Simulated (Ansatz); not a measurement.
Geometry optimisation, RKS PBE0-D4/def2-SVP in Ansatz 0.2.0.

input.yaml

```yaml
crystal:
  periodic: [false, false, false]
  atoms:
    - { symbol: Ge, position_ang: [0.276385, 0.043027, -0.121784] }
    - { symbol: H, position_ang: [0.109961, -0.060896, 1.413546] }
    - { symbol: H, position_ang: [1.790258, -0.009018, -0.417561] }
    - { symbol: H, position_ang: [-0.304329, 1.364057, -0.632611] }
    - { symbol: H, position_ang: [-0.397191, -1.166077, -0.785764] }
    - { symbol: O, position_ang: [-2.481067, 0.070158, 0.993497] }
    - { symbol: H, position_ang: [-2.718761, -0.846272, 0.805626] }
    - { symbol: H, position_ang: [-1.741255, -0.024679, 1.63155] }
basis:
  gaussian: { orbitals: def2-SVP }
hamiltonian:
  xc: pbe0
  dispersion: d4
relax:
  f_tol: 0.03
  max_steps: 50
output:
  orbitals: {}
```

Launched with:

```bash
$ ansatz run input.yaml --threads 1 --pin off --max-ram 2048MiB --backend cpu --events-out ev --progress --plain --runs-dir out
```

**Question.** Where does it end, and by what steps?

**Answer.** The run converged. The force dipped under the threshold on the way, but the program's further checks kept it going. After 8 steps the energy has fallen by 0.064 eV; H8 moved furthest, 0.54 Å.

| step | energy less start (eV) | largest force component (eV/Å) | accepted |
| --- | --- | --- | --- |
| 0 | 0.0000 | 0.753 | yes |
| 1 | -0.0438 | 0.452 | yes |
| 2 | -0.0302 | 0.535 | no |
| 3 | -0.0518 | 0.218 | yes |
| 4 | -0.0585 | 0.086 | yes |
| 5 | -0.0631 | 0.023 | yes |
| 6 | -0.0074 | 2.062 | no |
| 7 | -0.0633 | 0.059 | yes |
| 8 | -0.0635 | 0.002 | yes |

```xyz
8
Properties=species:S:1:pos:R:3
Ge 0.381 0.033 -0.141
H 0.366 -0.109 1.391
H 1.852 -0.017 -0.605
H -0.240 1.367 -0.566
H -0.365 -1.149 -0.779
O -2.606 0.039 0.951
H -2.632 -0.913 0.804
H -2.223 0.118 1.831
```

Whether the end is a true minimum wasn't checked by a vibrational analysis.

Run time: 12 s on 1 thread of Intel(R) Xeon(R) 6975P-C (Granite Rapids), with other jobs on the host, peak memory 0.19 GiB.
